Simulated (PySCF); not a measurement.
SMILES c1ccc(Cl)cc1 (C₆H₅Cl), PBE0/def2-SVP optimised geometry.

```
12

Cl    -2.80    -0.02     0.00
C     -1.07    -0.01     0.00
C     -0.39     1.21     0.00
C      1.00     1.21     0.00
C      1.71     0.01     0.00
C      1.02    -1.20     0.00
C     -0.38    -1.22     0.00
H     -0.95     2.14     0.00
H      1.54     2.16     0.00
H      2.80     0.01     0.00
H      1.56    -2.15     0.00
H     -0.93    -2.16     0.00
```

Density from PBE0/def2-TZVP in PySCF at that geometry.

Minimum of the electron density along straight lines between bonded atoms, close to the bond critical point (lines longer than 1.1 times the sum of covalent radii, or with two minima, are not listed):

```tsv
bond	length / Å	ρ at the minimum / e bohr⁻³	∇²ρ there / e bohr⁻⁵	position (fraction from the first atom)
Cl1–C2	1.734	(withheld)	(withheld)	0.58
C2–C3	1.395	0.316	-0.93	0.52
C3–C4	1.394	0.315	-0.92	0.50
C4–C5	1.394	0.316	-0.92	0.50
C5–C6	1.394	0.316	-0.92	0.50
C2–C7	1.395	0.316	-0.93	0.52
C6–C7	1.394	0.315	-0.92	0.50
C3–H8	1.091	0.281	-0.99	0.65
C4–H9	1.093	0.280	-0.99	0.65
C5–H10	1.092	0.280	-0.98	0.65
C6–H11	1.093	0.280	-0.99	0.65
C7–H12	1.091	0.281	-0.99	0.65
```

Q: Fill in the missing entries.

A: 
- Cl1–C2, ρ at the minimum / e bohr⁻³: 0.205
- Cl1–C2, ∇²ρ there / e bohr⁻⁵: -0.33
